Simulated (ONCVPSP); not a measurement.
**barium, ONCV: configuration errors across variants**

- Element: barium (Ba)
- Generator: ONCVPSP 4.0.1
- Type: optimised norm-conserving Vanderbilt (ONCV)
- Functional: LDA (Perdew-Zunger)
- Relativity: scalar-relativistic
- Frozen core: [Kr] 4d10
- Valence charge: 10
- Reference configuration: 5s2 5p6 6s1 (charge +1)
- Partial waves: 5s+6s: rc 3.10 bohr, ncon 4, nbas 8, qcut 3.2 1/bohr, 2 projectors; 5p: rc 2.75 bohr, ncon 3, nbas 6, qcut 5.4 1/bohr, 3 projectors, debl 0.8 Ha; d scattering state at 0.2 Ha: rc 3.35 bohr, ncon 4, nbas 8, qcut 2.7 1/bohr, 2 projectors, debl 3.3 Ha; f scattering state at 0.1 Ha: rc 3.10 bohr, ncon 4, nbas 8, qcut 3.7 1/bohr, 2 projectors, debl 0.5 Ha
- Local potential: polynomial inside 2.75 bohr (lpopt 3, dvloc0 0 Ha)
- Core correction: polynomial model core, fcfact 0.4

In the p channel the program set the typed energies aside and used -0.900, 0.250, 1.050 Ha. In the d channel the program set the typed energies aside and used -0.267, 3.033 Ha. In the f channel the program set the typed energies aside and used -0.151, 0.349 Ha.

All-electron excitation energies from the reference (eV): (1) 5s2 5p6 6s2 -5.543; (2) 5s2 5p6 6s0 10.171; (3) 5s2 5p6 6s1.5 -3.332; (4) 5s2 5p6 5d1 6s1 -4.193.

3 further variants failed, have other tests or another functional or relativity, and are left out.

Errors AE − PS in meV (a dash: test not solved or not reliable):

```tsv
change	(1)	(2)	(3)	(4)	bound ghosts	GHOST(+) flags above zero
base	0.0	-3.9	+0.1	-19	none	d
all radii but the core radius scaled by about 1.35 (s 4.18, p 3.72, d 4.52, f 4.18 bohr); local potential polynomial inside 3.72 bohr (lpopt 3, dvloc0 0 Ha)	+1.3	-6.4	+0.4	+14	none	d
p: debl 3.55	0.0	-3.8	+0.1	-19	none	d
core correction none	+0.3	-2.6	+0.2	-18	none	d
```

Give the same row for: p: rc 2.62; local potential polynomial inside 2.62 bohr (lpopt 3, dvloc0 0 Ha).

+0.1, -3.9, +0.2, -16; bound ghosts: none; GHOST(+) flags above zero: d.
